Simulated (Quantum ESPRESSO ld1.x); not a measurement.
The samarium ion Sm2+, 60 electrons, occupied as [Xe] 4f5 6p1 (not the ground configuration). Calculated with ld1.x of Quantum ESPRESSO 7.5: Dirac Kohn-Sham, PBEsol, spin-unpolarised, spherical densities, point nucleus; open shells fill j = l - 1/2 first.

X-ray form factor f0, the Fourier transform of the density (f0(0) = 60):

| sin(theta)/lambda (1/angstrom) | f0 (electrons) |
|---|---|
| 0.05 | 59.053 |
| 0.1 | 56.696 |
| 0.15 | 53.706 |
| 0.2 | 50.477 |
| 0.25 | 47.190 |
| 0.3 | 44.009 |
| 0.4 | 38.410 |
| 0.5 | 33.903 |
| 0.6 | 30.189 |
| 0.8 | 24.348 |
| 1 | 20.261 |
| 1.25 | 17.008 |
| 1.5 | 14.781 |
| 2 | 11.068 |
